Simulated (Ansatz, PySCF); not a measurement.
Molecule: GaF$_{3}$, net charge 0, singlet state. 
Geometry from a B3LYP-D3(BJ)/def2-TZVP (Ansatz, a program for electronic structure) optimisation:
```
Ga
F 1 1.7337
F 1 1.7337 2 120.00
F 1 1.7337 2 120.00 3 -180.00
```

Property: atomisation energy (electronic, to ground-state atoms), in eV. Correlated levels leave the core frozen unless marked. Open shells are spin-unrestricted. Spin-orbit coupling is left out. Frozen are the shells of the preceding noble gas and the d and f shells that filled before the atom's block. Non-relativistic. The coupled-cluster limit lacks core correlation, which all-electron functionals hold. Basis-set limits of correlation are two-point, X^-3; Hartree-Fock from the larger set. [CCSD(T)-MP2]/basis is that difference in the basis named.

```tsv
level	program	atomisation energy (eV)
BLYP/def2-TZVPD	Ansatz	(withheld)
PBE0/STO-3G	Ansatz	12.05
PBE0-D4/def2-TZVP	Ansatz + dftd4	14.21
TPSSh-D4/def2-TZVPD	PySCF + dftd4	14.39
r2SCANh/def2-TZVPD	Ansatz	14.39
r2SCAN0/def2-TZVPD	Ansatz	13.99
LC-wPBE-D3(BJ)/def2-TZVPD	Ansatz + dftd3	(withheld)
wB97X-V/def2-TZVPD	Ansatz	(withheld)
SCS-MP2/STO-3G	Ansatz	4.62
SCS-MP2/aug-cc-pVDZ	Ansatz	14.77
RI-MP2/CBS(aug-cc-pVTZ,aug-cc-pVQZ)+[CCSD(T)-MP2]/aug-cc-pVTZ	Ansatz	15.19
```

### Question
What belongs in the gaps?

### Answer

- BLYP/def2-TZVPD, atomisation energy (eV): 14.35
- LC-wPBE-D3(BJ)/def2-TZVPD, atomisation energy (eV): 14.85
- wB97X-V/def2-TZVPD, atomisation energy (eV): 14.65
